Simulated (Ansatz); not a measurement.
Born–Oppenheimer molecular dynamics of BCl₃H₂ (6 atoms, charge 0, multiplicity 1). It starts at the highest image of a converged band, a first-order saddle point between two minima.

All numbers below come from RKS BHLYP/def2-SVP (Ansatz).

```
ensemble                      : NVE (velocity Verlet)
time step                     : 0.5 fs
steps asked                   : 200
starting velocities drawn for : 100 K
seed                          : 8546
```

First frame:

```xyz
6
Properties=species:S:1:pos:R:3
B 0.015 -0.247 0.064
H 0.011 0.170 1.289
Cl 1.540 0.175 -0.712
Cl -1.537 0.103 -0.695
Cl 0.065 -2.252 0.690
H 0.036 -0.873 1.384
```

**Question.** How far do the bonds stretch over the last three quarters of this one trajectory? (Pairs bonded in most of those frames.)

**Answer.** 
```tsv
bond	mean (Å)	spread (Å)	shortest	longest
B1–H2	1.192	0.009	1.18	1.21
B1–Cl3	1.754	0.022	1.72	1.79
B1–Cl4	1.761	0.051	1.67	1.84
Cl5–H6	1.298	0.040	1.24	1.36
```

Mean temperature of the second half: 2182 K. The conserved energy stayed within 0.13 meV per atom of its start (net change -0.098 meV per atom), so the integration is sound. The kinetic energy rose, since the run started high on the potential surface and went downhill. It ends in pieces (BCl2H + ClH), so much of that is their flight and rotation, not heat. A run of 0.1 ps of so small a system gives no equilibrium averages. The orbitals stay closed-shell, which can raise the energy where a bond breaks towards radicals; this wasn't checked here.

Run time: 7.5 min on 1 thread of Arm Neoverse V2 (shared host), peak memory 0.17 GiB.
